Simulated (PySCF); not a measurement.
# Unknowns

How the numbers were obtained: coordinates at the GFN2-xTB level, GIAO PBE0/pcSseg-1 shieldings, in PySCF 2.14 (one conformer, equivalent nuclei averaged, relativity neglected, no solvent model).

δ = σ(ref) − σ, references computed at the same level: TMS for 1H (σref 31.72), 13C (σref 186.93). Splittings of carbon signals by F and P are missing where no couplings were computed. Where no couplings were computed, multiplicities follow the n + 1 count of equivalent neighbours, and m marks all less simple cases (inequivalent or close neighbours, rings, F or P nearby). Shifts are as computed. Against solution values, carbons near 30 ppm lie about +3 ppm off and those near 130 ppm about +5 ppm. Of 1211 compounds with measured shifts, 218 miss one by over three times the rms of a fit or turn the order of signals round; such compounds aren't used in these exercises.

Task: C4H12O4Si. 1H NMR (300 MHz, computed): δ 3.79 (s, 12H). 13C{1H} NMR (computed): δ 53.8 (CH3). Give a structure.

Result: tetramethoxysilane (CO[Si](OC)(OC)OC). Rings plus π bonds: 0. 1 carbon signal for 4 carbons: some carbons are equivalent by symmetry or fast rotation. Carbon types of the structure: 4 × CH3, which accounts for all hydrogens. δC 53.8: methyl carbon bonded to O; pulled downfield by the heteroatom. δH 3.79: hydrogen on a methyl carbon bonded to O; its carbon carries O, which withdraws density.

The data come from this structure; uniqueness wasn't tested.

Task: C6H11O4P. 1H NMR (500 MHz, computed): δ 4.57 (m, 1H), 4.39 (m, 2H), 4.37 (m, 2H), 2.26 (m, 1H), 1.12 (m, 1H), 0.73 (m, 2H), 0.57 (m, 2H). 13C{1H} NMR (computed): δ 69.7 (CH2), 52.3 (CH), 30.9 (CH2), 7.7 (CH2). What is it?

Result: SMILES O=P1(OC2CC2)OCCCO1. 4 carbon signals for 6 carbons: some carbons are equivalent by symmetry or fast rotation. Carbon types of the structure: 1 × CH, 5 × CH2, which accounts for all hydrogens. δC 69.7: sp3 CH2 bonded to O; the inductive effect lowers its shielding. δC 52.3, 7.7: three-membered-ring carbon. δH 4.57, 0.73, 0.57: hydrogen on a three-membered-ring carbon. δH 4.39, 4.37: hydrogen on an sp3 CH2 bonded to O; its carbon carries O, hence the downfield position.

The shifts were computed for this structure.
